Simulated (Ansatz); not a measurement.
Cost and result for the atomization energy of C3H6OSi (`C=C1[SiH2]C1O`) (11 atoms, 11 bonds).

Z-matrix (Å, degrees):
```
Si
C 1 1.922
C 1 2.414 2 35.3
H 1 1.501 2 102.2 3 -61.9
H 1 1.500 2 104.5 3 44.8
C 2 1.328 1 130.2 3 165.6
O 3 1.341 1 124.0 2 -110.0
H 3 1.082 1 99.2 2 124.6
H 6 1.084 2 121.0 1 8.5
H 6 1.087 2 121.3 1 -173.1
H 7 0.965 3 108.8 1 63.2
```

Charge 0, multiplicity 1. Geometry: relaxed with PBE0-D4/def2-TZVP. It is one conformer, not always the lowest. Program: Ansatz. All runs use 4 threads of an Intel Xeon Platinum 8488C on a shared host. Times are those of one run each, without the atoms' runs, and a repeat can differ threefold. Electronic energies, without spin–orbit coupling; frozen cores. CCSD(T)/CBS adds CCSD(T) − MP2 in def2-TZVPP to the MP2 limit, and its time is that of the two runs behind it. T1 = 0.023; the RHF reference is unstable towards UHF. B3LYP takes the VWN-RPA correlation (the form of Gaussian; ORCA's B3LYP/G).

CCSD(T)/CBS is a level of theory with its own doubt, some kJ/mol a heavy atom from the limit and from the frozen cores, so smaller differences don't rank the functionals.

| level | functions | wall time |
| --- | --- | --- |
| PBE-D4/def2-TZVPP (with forces) | 250 | 2 s |
| PBE0-D4/def2-TZVPP | 250 | 2.4 s |
| r2SCAN-D4/def2-TZVPP (with forces) | 250 | 3.3 s |
| B3LYP-D4/def2-TZVPP (with forces) | 250 | 3.6 s |
| B2PLYP/def2-TZVPP | 250 | 4.1 s |
| ωB97X-V/def2-TZVPP | 250 | 5.5 s |
| ωB97M-V/def2-TZVPP (with forces) | 250 | 6.5 s |
| MP2/def2-QZVPP | 478 | 27 s |
| CCSD(T)/def2-TZVPP | 250 | 75 s |
| CCSD(T)/CBS(def2) | – | 100 s |

Question: What atomization energy does each give, and how far from CCSD(T)/CBS? (Best estimate.)

Answer: Ansatz gave: 
```json
{"level": "PBE-D4/def2-TZVPP (with forces)", "atomization (kJ/mol)": "4275.5", "difference from CCSD(T)/CBS": "151.9", "per bond": "13.8"}
{"level": "PBE0-D4/def2-TZVPP", "atomization (kJ/mol)": "4158.0", "difference from CCSD(T)/CBS": "34.4", "per bond": "3.1"}
{"level": "r2SCAN-D4/def2-TZVPP (with forces)", "atomization (kJ/mol)": "4164.4", "difference from CCSD(T)/CBS": "40.8", "per bond": "3.7"}
{"level": "B3LYP-D4/def2-TZVPP (with forces)", "atomization (kJ/mol)": "4139.9", "difference from CCSD(T)/CBS": "16.3", "per bond": "1.5"}
{"level": "B2PLYP/def2-TZVPP", "atomization (kJ/mol)": "4086.0", "difference from CCSD(T)/CBS": "-37.6", "per bond": "-3.4"}
{"level": "ωB97X-V/def2-TZVPP", "atomization (kJ/mol)": "4107.9", "difference from CCSD(T)/CBS": "-15.7", "per bond": "-1.4"}
{"level": "ωB97M-V/def2-TZVPP (with forces)", "atomization (kJ/mol)": "4127.6", "difference from CCSD(T)/CBS": "4.0", "per bond": "0.4"}
{"level": "MP2/def2-QZVPP", "atomization (kJ/mol)": "4151.7", "difference from CCSD(T)/CBS": "28.1", "per bond": "2.6"}
{"level": "CCSD(T)/def2-TZVPP", "atomization (kJ/mol)": "4013.3", "difference from CCSD(T)/CBS": "-110.3", "per bond": "-10.0"}
{"level": "CCSD(T)/CBS(def2)", "atomization (kJ/mol)": "4123.6", "difference from CCSD(T)/CBS": "0.0", "per bond": "0.0"}
```

The D4 term adds +40.0 kJ/mol with B3LYP and +20.9 kJ/mol with PBE0; it sums over pairs of atoms, weighted by their polarisabilities, and B3LYP, whose exchange is more repulsive, gets the larger term. From PBE to PBE0 (25 % exact exchange), in def2-TZVPP and without D4, the atomization energy moves by −113.6 kJ/mol: exact exchange takes away binding that semilocal exchange gives to molecules. In def2-TZVPP, CCSD(T) changes the Hartree–Fock value by +1153.1 kJ/mol (the triples alone add +92.2 kJ/mol) and MP2 by +1226.3 kJ/mol; breaking electron pairs costs correlation energy, which Hartree–Fock lacks.
